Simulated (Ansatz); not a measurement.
`CO[Si](C)(N)Cl`, charge 0, multiplicity 1.

(1) Give a relaxed structure at PBE0-D4/def2-TZVP (the Gaussian-basis code of Ansatz). (Estimate.)

Answers

(1) Computed: 
Z-matrix (Å, degrees):
```
C
O 1 1.410
H 1 1.096 2 111.0
H 1 1.095 2 111.7 3 121.5
H 1 1.091 2 108.1 3 -118.8
Si 2 1.633 1 123.6 3 -77.3
N 6 1.706 2 109.1 1 -56.9
C 6 1.851 2 114.1 1 65.2
Cl 6 2.063 2 102.7 1 -177.7
H 7 1.008 6 119.8 2 -57.1
H 7 1.007 6 119.4 2 160.6
H 8 1.093 6 111.1 2 177.3
H 8 1.092 6 110.1 2 57.9
H 8 1.093 6 110.8 2 -62.2
```
This is one stationary point; other conformers may exist.
